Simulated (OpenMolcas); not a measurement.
# Mn VI: the spin-orbit constant, Racah parameters, worked from levels

```json
{"Program": "OpenMolcas 26.06", "Basis": "ANO-R3 [8s5p5d3f2g1h]", "Scalar Hamiltonian": "X2C, finite nucleus", "Active space": "2 electrons in 5 orbitals (3d)", "State averaging": "2S+1 = 3 even, 10 roots; 2S+1 = 1 even, 15 roots", "Spin-orbit coupling": "state interaction with AMFI integrals over the reference wave functions, term energies averaged over their components"}
```

Methods: CASSCF; SS-CASPT2, IPEA 0.25 Eh, imaginary shift 0.1 Eh (closed shells correlated: 3s 3p). Measured levels: Corliss and Sugar, J. Phys. Chem. Ref. Data 6, 1253 (1977).

**The spin-orbit constant.** For the Hund term 3F of d2, E(J) = (A/2) J(J+1) + constant and ζ = 2S·A = 2A. From J = 2 to J = 4 the energy changes by 7 A.

```tsv
Source	E(4) - E(2)	A	ζ
CASSCF	1659.3	237.0	474
SS-CASPT2	1665.0	237.9	476
measured	1669.0	238.4	477
```

All in cm-1. SS-CASPT2 is off by -0.2 % and CASSCF by -0.6 %. Both methods take the spin-orbit matrix elements from the reference wave functions, so the second can move ζ only through the term energies and any multistate remixing. Second-order mixing with other terms is absorbed into this ζ.

**Racah parameters.** Above 3F, d2 has 3P at 15B, 1G at 12B + 2C and 1D at 5B + 2C. The first two fix B and C, and the third tests them; where it misses by thousands of cm-1, two parameters do not describe the configuration (Trees and configuration-interaction terms are left out) and B and C hang on the terms chosen. Term energies are centres of gravity, weighted by 2J + 1.

```tsv
Source	3P	1G	B	C	C/B	1D from B, C	1D found
CASSCF	21471	27839	1431	5331	3.73	17817	17864
SS-CASPT2	18092	24778	1206	5152	4.27	16334	14157
measured	17380	24547	1159	5322	4.59	16439	14372
```

Energies in cm-1. From CASSCF to SS-CASPT2, B changes by -15.7 % and C by -3.4 %. Against the measured terms, SS-CASPT2 has B off by +4.1 % and C by -3.2 %.

CASPT2 does not keep the components of a term degenerate, so their means are used; among the terms shown or strongly mixed into the levels shown the widest spread is 690 cm-1 (3d2 1G, SS-CASPT2). Without dynamic correlation excited terms often stand tens of per cent too high (terms of higher spin than the ground term too low), and those without a measured partner can miss by more than the paired ones (holds for CASSCF). Measured partners are found by configuration, term and J. A level has none where our copy of the source lacks it or the pairing is in doubt (some pairs that miss far off the trend of their configuration count as doubtful), and it then counts in no deviation. Only configurations of the active space appear.
